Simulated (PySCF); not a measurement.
**Unknown compound**

An unknown has the formula C$_{5}$H$_{6}$F$_{2}$. Its calculated NMR data are:

¹H NMR (600 MHz, computed): δ 6.87 (m, 1H), 6.69 (m, 1H), 6.68 (m, 1H), 5.81 (m, 1H), 5.81 (m, 1H), 5.72 (m, 1H).

¹³C{¹H} NMR (computed): δ 143.8, 142.8, 133.7, 130.4, 119.6.

[PySCF 2.14: shieldings: GIAO PBE0/pcSseg-1; structure optimised with GFN2-xTB; non-relativistic Hamiltonian; one averaged value for each set of equivalent atoms; one conformer; no solvent model]

Referencing at the same level of theory: ¹H, ¹³C vs TMS.

Question: Which of these isomers gave the spectra?
A. C=C=C(C)C(F)F
B. C=C/C=C/C(F)F
C. C=C=C(CF)CF
D. C=C(F)C/C=C\F
E. C=CC(=C)C(F)F

Answer: B. 

1. The formula gives 2 degrees of unsaturation (no ring in the answer).
2. 5 carbon signals for 5 carbons: no two carbons are equivalent.
3. Carbon types of the structure: 4 × CH, 1 × CH2, which accounts for all hydrogens.
4. δC 143.8, 142.8, 133.7: alkene CH; the olefinic region.
5. δC 130.4: terminal =CH2 carbon; an sp2 carbon of a C=C bond.
6. δC 119.6: allylic sp3 CH bonded to 2 F; 2 electronegative neighbours deshield it.
7. δH 6.87, 6.69, 5.81: hydrogen on an alkene CH; a vinylic proton, deshielded by the sp2 carbon and the C=C anisotropy.
8. δH 6.68: hydrogen on an allylic sp3 CH bonded to 2 F; its carbon carries F, an electronegative neighbour.

The others: C=C=C(CF)CF would give 4 carbon signals, not 5; C=C(F)C/C=C\F would give 5 signals for carbon-bound and other non-exchanging H, not 6; C=C=C(C)C(F)F would give 3 signals for carbon-bound and other non-exchanging H, not 6; C=CC(=C)C(F)F has carbons computed at 148.4, 142.4, 127.1, 123.6, 118.6, with a different DEPT pattern.

Splittings by ¹⁹F in the carbon and heteronuclear signals aren't shown, as no couplings were computed. Shifts are as computed. Against solution values, carbons near 30 ppm lie about +3 ppm off and those near 130 ppm about +5 ppm. Of 1211 compounds with measured shifts, 218 miss one by over three times the rms of a fit or turn the order of signals round; such compounds aren't used in these exercises. Multiplicities follow the n + 1 count of equivalent neighbours, as no J values were calculated; m marks all less simple cases, F and P coupling included.
